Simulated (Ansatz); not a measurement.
H2GeOS, SMILES `[OH][Ge][SH]` (excited triplet; H–O–Ge–S torsion -95°, O–Ge–S–H torsion -89°) (charge 0, multiplicity 3). This triplet is an excited state, 2.44 eV above the relaxed singlet at the level frozen-core CCSD(T)/cc-pVTZ // B3LYP-D3(BJ)/def2-TZVP (Ansatz, an electronic-structure program).

Calculation: Ansatz with PBE/cc-pVTZ // B3LYP-D3(BJ)/def2-TZVP.

Ansatz 0.2 input:
```yaml
crystal:
  periodic: [false, false, false]
  atoms:
    - { symbol: O, position_ang: [-1.607162, -0.462666, -0.227117] }
    - { symbol: Ge, position_ang: [-0.21566, -0.030743, 0.852299] }
    - { symbol: S, position_ang: [1.718929, 0.705095, -0.067427] }
    - { symbol: H, position_ang: [-2.218796, 0.278167, -0.323653] }
    - { symbol: H, position_ang: [2.322691, -0.489854, -0.234103] }
basis:
  gaussian: { orbitals: cc-pVTZ }
hamiltonian:
  xc: pbe
magnetization:
  spin_polarized: true
  initial_magnetization: 2
```

Output:

```
Functional definition: PBE
912 factors; their error is unknown
mean field evaluation 1: about -69412.3058 eV, gradient 4.6e1 eV
mean field evaluation 2: about -69312.9821 eV, gradient 1.3e2 eV
mean field evaluation 4: about -69416.7314 eV, gradient 2.1e1 eV
mean field evaluation 8: about -69419.3942 eV, gradient 1.6e-1 eV
mean field evaluation 16: about -69419.3727 eV, gradient 1.6e-3 eV
mean field -69419.37268496 eV, -2551.1148920314 hartree, gradient 5.0e-5 eV, S^2 2.003577; 1 other end points of the search recorded, 0 dependent functions left out
reference -69419.37272027 eV, -2551.1148933290 hartree; 30, 28 occupied and 105, 107 virtual orbitals, 912 factors
Total energy: -69419.37272027 eV, -2551.1148933290 hartree
```
